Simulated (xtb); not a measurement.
Si(Cl)2(H)(SH) (Cl2H2SSi), SMILES Cl[SiH](Cl)S. All values are semi-empirical tight-binding results from xtb (GFN2-xTB unless named), good for trends rather than for accurate numbers. Coordinates come from a GFN2-xTB optimisation. One conformer was computed; it need not be the lowest.

```json
{
  "orbital_gap": "4.96 eV",
  "zero_point_energy": "12.7 kcal/mol",
  "G − E(el) at 298.15 K (modified RRHO)": "-7.3 kcal/mol",
  "static polarisability (D4 model)": "77.1 bohr³",
  "solvation energy, GFN2-xTB/ALPB(water)": "-1.5 kcal/mol",
  "solvation energy, GFN2-xTB/ALPB(dmso)": "-5.9 kcal/mol"
}
```
